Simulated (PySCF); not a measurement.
S⁺ (sulfur, charge +1) across methods

[Ne] 3s1 3p3 3d1, high-spin 6D determinant (an excited configuration). Calculation: PySCF 2.14, in dyall-av3z (19s12p3d2f, 84 functions); no relativity, point nucleus. The B2PLYP total includes its PT2 part (frozen core); its orbital energies are those of the SCF part.

```csv
method,E (hartree),mean ε 3s α (eV),mean ε 3p α (eV),mean ε 3d α (eV),Σ⟨r²⟩ (bohr²),⟨S²⟩
UHF,-396.48914,-42.654,-27.450,-9.662,25.32,8.750
TPSSh,-397.0011,-33.551,-21.760,-6.591,25.46,8.750
LDA,-395.5898,-32.102,-21.023,-6.182,25.85,8.750
r2SCAN,-396.9806,-33.427,-21.625,-6.281,25.53,8.750
BLYP,-396.9698,-31.798,-20.611,-5.969,25.84,8.750
PBE,-396.8120,-32.181,-20.988,-6.231,25.63,8.750
PBE0,-396.8509,-34.948,-22.733,-7.133,25.46,8.750
BHandHLYP,-396.9768,-37.316,-24.082,-7.748,25.52,8.750
B2PLYP,-396.8521,-37.605,-24.262,-7.860,25.53,8.750
```

The outer electron is Rydberg-like, and this basis confines it to a smaller radius and binds it less than a complete one would.
